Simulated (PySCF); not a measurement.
Si(H)2(Me)(NHtBu), C5H15NSi, SMILES CC(C)(C)N[SiH2]C (GFN2-xTB optimised geometry):

```
22

Si    -2.002    -0.845     0.000
C     -2.503    -1.714    -1.606
N     -0.287    -0.845     0.000
C      0.600    -0.443     1.075
C      1.942    -0.030     0.459
C     -0.003     0.744     1.821
C      0.818    -1.607     2.052
H     -2.629    -1.552     1.136
H     -2.490     0.541     0.000
H     -3.581    -1.694    -1.718
H     -2.192    -2.754    -1.620
H     -2.073    -1.226    -2.475
H      0.166    -1.517    -0.602
H      1.789     0.777    -0.254
H      2.398    -0.870    -0.062
H      2.629     0.310     1.229
H     -0.212     1.552     1.126
H      0.689     1.101     2.580
H     -0.932     0.455     2.303
H      1.486    -1.314     2.858
H     -0.134    -1.913     2.477
H      1.254    -2.460     1.534
```

Calculation: PySCF with PBE0/def2-SVP.

Task: What are the frontier orbital energies and the dipole moment?

Result: HOMO-2 -9.02 eV, HOMO-1 -8.75 eV, HOMO -6.42 eV, LUMO 1.27 eV, LUMO+1 1.79 eV; dipole moment 1.05 D.

Meta-Löwdin charges at PBE0/def2-SVP: Si1 0.73, C2 -0.55, N3 -0.58, C4 0.17, C5 -0.30, C6 -0.31, C7 -0.31, H8 -0.15, H9 -0.13, H10 0.12, H11 0.11, H12 0.12, H13 0.20, H14 0.10, H15 0.09, H16 0.10, H17 0.10, H18 0.10, H19 0.10, H20 0.09, H21 0.10, H22 0.09.
